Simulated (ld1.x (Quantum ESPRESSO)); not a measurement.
**Before and after: ultrasoft potential for lead (Pb)**

lead, ultrasoft, made with ld1.x (Quantum ESPRESSO) 7.5 (LDA (PZ), scalar-relativistic). Core [Xe] 4f14 5d10, reference 6s2 6p2. Waves: 6s (bound): rcut 1.65, rcutus 2.05 bohr; 6s channel at 1.95 Ry: rcut 1.65, rcutus 2.05 bohr; 6p (bound): rcut 1.75, rcutus 2.30 bohr; 6p channel at 0.55 Ry: rcut 1.75, rcutus 2.30 bohr. Local part: all-electron potential smoothed inside 2.15 bohr (lloc = -1). Core correction: a·sin(br)/r model core inside 1.05 bohr. Augmentation charge: built from norm-conserving waves at rcut, not smoothed further.

Change: core correction a·sin(br)/r model core inside 1.54 bohr.

Cutoffs: the cutoffs (Ry, on a coarse ladder) from which the occupation-weighted sum of valence levels, in a spherical-Bessel basis at the reference potential, stays within 10 and 1 mRy of its value at 400 Ry; they do not see the model core or the augmentation charge, which bear on the density cutoff. Errors are all-electron minus pseudo energies relative to the spin-unpolarised reference configuration.

Predict the effect on cutoff, ghosts and configuration errors.

Both files are so soft that the ladder of cutoffs tells neither apart; both files keep a bound ghost (d); the errors of the 9 common tests hardly move. A wider model core is smoother and lowers the density cutoff, which this test does not measure.

| quantity | base | changed |
| --- | --- | --- |
| cutoff, loose | 8 Ry | 8 Ry |
| cutoff, tight | 12 Ry | 12 Ry |
| bound ghosts | d | d |
| error for 6s2 6p1, meV [ΔE 6.83 eV] | -19 | -19 |
| error for 6s2 6p0, meV [ΔE 20.59 eV] | -129 | -129 |
| error for 6s1 6p0, meV [ΔE 53.47 eV] | -651 | -648 |
| error for 6s0 6p4, meV [ΔE 18.03 eV] | -125 | -122 |
| error for 6s2 6p2.3, meV [ΔE -0.86 eV] | -0.1 | -0.1 |
| error for 6s2 6p1.5, meV [ΔE 2.61 eV] | -3.8 | -3.8 |
| error for 6s1 6p2, meV [ΔE 16.43 eV] | -90 | -90 |
| error for 6s2 6p2 (spin-polarised), meV [ΔE -0.45 eV] | -6.0 | -5.1 |
| error for 6s2 6p1 (spin-polarised), meV [ΔE 6.69 eV] | -22 | -22 |
| s: phases at 2.49 bohr within 0.05 rad from the reference energy up to (Ry; the scan ends near 5) | 5.0 | 5.0 |
| p: phases at 2.49 bohr within 0.05 rad from the reference energy up to (Ry; the scan ends near 5) | 3.0 | 3.0 |
| lowest overlap eigenvalue by channel | s 0.41, p 0.59 | s 0.41, p 0.59 |

 A true bound ghost makes a file unfit for plane-wave use even where its test errors are small: the radial tests pick states by their node count and pass the ghost by.
